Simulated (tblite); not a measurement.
Input of a run (GFN2-xTB geometry optimisation, gas phase (tblite 0.8.0)), started from a force field or distance geometry:
```
{"job": {"kind": "relax", "xc": "GFN2-xTB", "basis": "xTB"}, "charge": 0, "multiplicity": 1}
C      1.811100     1.639600    -0.251900
C      0.423000     1.209600    -0.778300
P     -0.537000     0.269400     0.518500
C     -1.916900    -0.350300    -0.537900
C     -3.143500    -0.864200     0.184200
C     -3.189100     0.446800    -0.562300
C      0.507000    -1.256000     0.613100
C      1.892100    -0.972800     1.226200
Si     2.951400     0.203800     0.201100
H      2.294500     2.247500    -1.013000
H      1.682000     2.278900     0.631600
H     -0.152200     2.090800    -1.047600
H      0.530200     0.592300    -1.660700
H     -1.622600    -0.864200    -1.447800
H     -3.192700    -0.824700     1.261800
H     -3.669100    -1.704500    -0.247000
H     -3.258100     1.357900     0.033000
H     -3.737500     0.481500    -1.492000
H     -0.019100    -1.984300     1.251300
H      0.613500    -1.704100    -0.373400
H      1.772100    -0.552700     2.234200
H      2.430500    -1.919400     1.328900
H      4.135700     0.682900     0.978300
H      3.382800    -0.484100    -1.042700
```

Output (eV, eV/Å):
```
step      E/eV     max force
  0    -730.57221    0.766
  1    -730.60264    0.352
  2    -730.61315    0.201
  3    -730.62055    0.239
  4    -730.62727    0.208
  5    -730.63189    0.123
  6    -730.63551    0.135
  7    -730.63796    0.122
  8    -730.64014    0.116
  9    -730.64239    0.124
 10    -730.64453    0.100
 11    -730.64613    0.081
 12    -730.64740    0.078
 13    -730.64869    0.067
 14    -730.64996    0.078
 15    -730.65084    0.055
 16    -730.65133    0.048
 17    -730.65167    0.039
 18    -730.65199    0.042
 19    -730.65223    0.033
 20    -730.65237    0.027
 21    -730.65247    0.024
 22    -730.65258    0.022
 23    -730.65267    0.024
 24    -730.65273    0.014
 25    -730.65277    0.014
 26    -730.65280    0.012
 27    -730.65284    0.014
 28    -730.65288    0.015
 29    -730.65291    0.017
 30    -730.65295    0.012
 31    -730.65298    0.013
 32    -730.65300    0.009
```

Task: Summarise the run.

Result: The energy falls by 7.8 kJ/mol over 32 L-BFGS steps, the largest force on an atom goes from 0.77 to 0.009 eV/Å, and the atoms move by 0.052 Å rms after alignment. The bond that changes most is Si9–H23 (SiH2 silicon to Si–H hydrogen), which shortens by 0.030 Å. Bonds longer at the end by more than 0.005 Å: 6 of 25; shorter: 12. Among the angles that change most is C2–C1–Si9, from 114.4° to 111.6°. The energy never rose by more than 1e-5 eV on the way. The first step brought 38 % of the lowering.

Task: What are the final bond lengths?

Result: C1–C2 1.526 Å, C2–P3 1.861 Å, P3–C4 1.838 Å, C4–C5 1.502 Å, C5–C6 1.492 Å, P3–C7 1.861 Å, C7–C8 1.526 Å, C8–Si9 1.902 Å, C1–Si9 1.902 Å, C4–C6 1.502 Å, C1–H10 1.092 Å, C1–H11 1.092 Å, C2–H12 1.096 Å, C2–H13 1.095 Å, C4–H14 1.087 Å, C5–H15 1.080 Å, C5–H16 1.080 Å, C6–H17 1.080 Å, C6–H18 1.080 Å, C7–H19 1.096 Å, C7–H20 1.095 Å, C8–H21 1.092 Å, C8–H22 1.092 Å, Si9–H23 1.465 Å, Si9–H24 1.472 Å. Numbering counts from 1 in the input's order; the species is `C1CP(C2CC2)CC[SiH2]1`.

On one thread of an Arm Neoverse V1, no GPU (shared host), this took 0.33 s wall.

Its GFN2-xTB frequencies are all real (lowest 39 cm⁻¹). The numbers are those of one conformer. 3 starts were optimised and ended at 0.00, 2.43 and 4.13 kcal/mol (GFN2-xTB); the lowest of these is shown.

The numbers are calculated, not measured.
